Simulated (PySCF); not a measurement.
```xyz
4

Cl    -1.6734    -0.9092    -0.2066
Si    -0.0115     0.2677     0.7448
Cl     1.7587    -0.7270    -0.2191
H     -0.0738     1.3686    -0.3192
```

Charge -1, multiplicity 1.

Q: Give the Mulliken and meta-Löwdin atomic charges from PySCF with PBE-D3(BJ)/def2-TZVPD // B3LYP-D3(BJ)/def2-TZVPD.

A: 
```json
[
 {"atom": "Cl1", "Mulliken (e)": "-0.41", "meta-Löwdin (e)": "-0.45"},
 {"atom": "Si2", "Mulliken (e)": "-0.11", "meta-Löwdin (e)": "0.05"},
 {"atom": "Cl3", "Mulliken (e)": "-0.41", "meta-Löwdin (e)": "-0.45"},
 {"atom": "H4", "Mulliken (e)": "-0.08", "meta-Löwdin (e)": "-0.14"}
]
```
